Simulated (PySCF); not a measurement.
## Bonding in `C=Cc1cnn[nH]1`

Species: C4H5N3.
SMILES with atom numbers: `[CH2:1]=[CH:2][c:3]1[cH:4][n:5][n:6][nH:7]1` (hydrogens: H8, H9 on C1; H10 on C2; H11 on C4; H12 on N7)

Cartesian coordinates in Å at the GFN2-xTB level; atoms count from 1:
```xyz
12
C4H5N3 angstrom
C     -2.0187    0.4908   -0.3059
C     -1.1108   -0.2492    0.3210
C      0.3079   -0.1402    0.1061
C      1.0997    0.6576   -0.7094
N      2.3858    0.3331   -0.5053
N      2.4576   -0.5981    0.3673
N      1.2257   -0.9065    0.7561
H     -3.0704    0.3737   -0.1127
H     -1.7402    1.2360   -1.0307
H     -1.4148   -0.9933    1.0471
H      0.8182    1.4191   -1.4052
H      1.0612   -1.6238    1.4456
```

Bond orders from the PBE0/pcSseg-1 density (PySCF). One conformer (not necessarily the lowest) at the GFN2-xTB geometry, without solvent, vibrations or thermal averaging.

(1) How far do the computed orders between heavy atoms stray from the drawn ones?

(2) Give the Mayer order of every bond, beside its length.

## Answers

(1) The largest departure is 0.457, at N7–C3 (drawn aromatic, 1.043), counting aromatic bonds as 1.5. The bonds drawn aromatic range from 1.04 to 1.48.

(2) 
```tsv
bond	drawn as	length (Å)	Mayer order
C1–C2	double	1.328	1.939
C2–C3	single	1.439	1.100
C3–C4	aromatic	1.389	1.388
C4–N5	aromatic	1.342	1.380
N5–N6	aromatic	1.278	1.481
N6–N7	aromatic	1.328	1.192
N7–C3	aromatic	1.361	1.043
C1–H8	single	1.076	0.937
C1–H9	single	1.076	0.953
C2–H10	single	1.083	0.931
C4–H11	single	1.069	1.000
N7–H12	single	1.008	0.938
```

By pair of heavy elements: C–C: lowest C2–C3 (1.100, 1.439 Å), highest C1–C2 (1.939, 1.328 Å). C–N: lowest N7–C3 (1.043, 1.361 Å), highest C4–N5 (1.380, 1.342 Å). N–N: lowest N6–N7 (1.192, 1.328 Å), highest N5–N6 (1.481, 1.278 Å).

Question: Sum the orders of all bonds at each heavy atom with more than one neighbour and set the sums beside the valence in the SMILES.

Answer: C1 3.829 (drawn 4), C2 3.970 (drawn 4), C3 3.531 (drawn 4), C4 3.768 (drawn 4), N5 2.861 (drawn 3), N6 2.673 (drawn 3), N7 3.173 (drawn 3). Orders between atoms that aren't bonded are not in these sums.

For a closed shell the Mayer order of atoms A and B is Σ (PS)μν (PS)νμ over the basis functions μ on A and ν on B, with P the density and S the overlap matrix.
